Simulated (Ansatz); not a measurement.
Consider the ligand exchange at a Ge–N bond: `F[SiH]1C[N]1[GeH3]` + CH₃SH → `C[S][GeH3]` + `F[SiH]1CN1`.

Gas-phase electronic energies from Ansatz, PBE0-D4/def2-TZVP geometries. CCSD(T)/CBS is the MP2 limit (def2-TZVPP, def2-QZVPP) plus CCSD(T) − MP2 in def2-TZVPP, frozen cores. This one scheme is used for every species. Functionals use def2-TZVPP. B3LYP here is the variant with VWN-RPA as its local correlation; programs differ in this. For Ge outer-core shells are correlated without core-valence functions, which leaves a few kJ/mol of doubt a bond. Scalar relativity is left out up to krypton.

Task: Is it downhill or uphill in electronic energy at CCSD(T)/CBS, and by how much? (An estimate is asked.)

Result: Computed: Downhill: ΔE = -4.4 kcal/mol.

Task: What do these levels give: PBE-D4, r2SCAN-D4, PBE0-D4, PBE, B3LYP, HF/def2-TZVPP, SCS-MP2/def2-TZVPP, CCSD/def2-TZVPP, CCSD(T)/def2-TZVPP, HF/def2-QZVPP, MP2/def2-QZVPP, SCS-MP2/def2-QZVPP? (Estimate.)

Result: Ansatz gave: PBE-D4 -6.6, r2SCAN-D4 -5.8, PBE0-D4 -6.0, PBE -6.8, B3LYP -5.0, HF/def2-TZVPP -2.4, SCS-MP2/def2-TZVPP -2.6, CCSD/def2-TZVPP -3.1, CCSD(T)/def2-TZVPP -3.3, HF/def2-QZVPP -2.2, MP2/def2-QZVPP -3.9, SCS-MP2/def2-QZVPP -3.2 kcal/mol.

Largest T1 diagnostic among the species: 0.012.

In def2-TZVPP, CCSD(T) changes the Hartree–Fock value by −0.8 kcal/mol (the triples alone add −0.2 kcal/mol) and MP2 by −0.9 kcal/mol.
